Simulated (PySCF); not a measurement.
H₃Si, SMILES [SiH3+], charge +1.

The structure is a stationary point at PBE0-D3(BJ)/def2-TZVPD.

Level of theory: PySCF with M06-2X/def2-TZVPD.

Symmetry labels are those of the subgroup C2v that the program uses (full group D3h).

Question: List the valence orbital energies around the gap with their symmetry. (An estimate is asked for; the answer gives what the named calculation found.)

Answer: 
```json
[
 {"orbital": "HOMO−7", "symmetry": "A1", "energy (eV)": "-1832.68"},
 {"orbital": "HOMO−6", "symmetry": "A1", "energy (eV)": "-160.19"},
 {"orbital": "HOMO−5", "symmetry": "B2", "energy (eV)": "-114.32"},
 {"orbital": "HOMO−4", "symmetry": "A1", "energy (eV)": "-114.10"},
 {"orbital": "HOMO−3", "symmetry": "B1", "energy (eV)": "-114.10"},
 {"orbital": "HOMO−2", "symmetry": "A1", "energy (eV)": "-24.16"},
 {"orbital": "HOMO−1", "symmetry": "A1", "energy (eV)": "-18.94"},
 {"orbital": "HOMO", "symmetry": "B1", "energy (eV)": "-18.94"},
 {"orbital": "LUMO", "symmetry": "B2", "energy (eV)": "-9.33"},
 {"orbital": "LUMO+1", "symmetry": "A1", "energy (eV)": "-5.36"},
 {"orbital": "LUMO+2", "symmetry": "B1", "energy (eV)": "-4.39"},
 {"orbital": "LUMO+3", "symmetry": "A1", "energy (eV)": "-4.39"}
]
```
